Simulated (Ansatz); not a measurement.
`[Br][Ga]([Br])[Br]` + H₂O → `[OH][Ga]([Br])[Br]` + HBr at 600 K and 1 bar (formal hydrolysis of a Ga–Br bond).

Gas-phase electronic energies from Ansatz, PBE0-D4/def2-TZVP geometries. CCSD(T)/CBS is the MP2 limit (def2-TZVPP, def2-QZVPP) plus CCSD(T) − MP2 in def2-TZVPP, frozen cores. This one scheme is used for every species. For Br, Ga outer-core shells are correlated without core-valence functions, which leaves a few kJ/mol of doubt a bond. Scalar relativity is left out up to krypton. One conformer a species, not always the lowest.

| species | CCSD(T)/CBS energy (Eh) | H − E (kJ/mol) | S (J/(mol·K)) |
| --- | --- | --- | --- |
| `[Br][Ga]([Br])[Br]` | -9644.06608 | 50.7 | 416.7 |
| H₂O | -76.37941 | 76.8 | 212.8 |
| `[OH][Ga]([Br])[Br]` | -7146.50037 | 86.9 | 420.7 |
| HBr | -2573.91920 | 33.5 | 219.1 |

H − E and S are ideal-gas, rigid-rotor, harmonic terms from PBE0-D4/def2-TZVP, for one conformer and one mirror image of each species. 1 Eh = 2625.50 kJ/mol, R = 8.31446 J/(mol·K).

Question: By hand: ΔE, ΔH, ΔS and ΔG.

Answer: ΔE = (-7146.50037) + (-2573.91920) − (-9644.06608) − (-76.37941) = 0.02592 Eh = 68.1 kJ/mol. Δ(H − E) = 86.9 + 33.5 − 50.7 − 76.8 = -7.1, so ΔH = 61.0 kJ/mol. ΔS = 420.7 + 219.1 − 416.7 − 212.8 = 10.3 J/(mol·K). ΔG = 61.0 − 600 × (10.3)/1000 = 54.8 kJ/mol.

Question: By hand: the equilibrium constant, and the temperature at which ΔG would vanish if ΔH and ΔS stayed fixed.

Answer: log₁₀ K = −ΔG/(RT ln 10) = -4.8. ΔG = 0 at ΔH/ΔS = 5922 K, far beyond where these terms or the molecules hold.

The number of gas molecules stays the same, so ΔS is small and ΔH decides. A doubt of 5 kJ/mol in ΔE shifts log₁₀ K by 0.4 here. Other conformers and mirror images would add mixing entropy, several J/(mol·K) or more a flexible species. These are equilibria of isolated gas molecules and say nothing of rates. Largest T1 diagnostic: 0.010 (customary marks: 0.02 for closed shells, 0.045 for open ones).
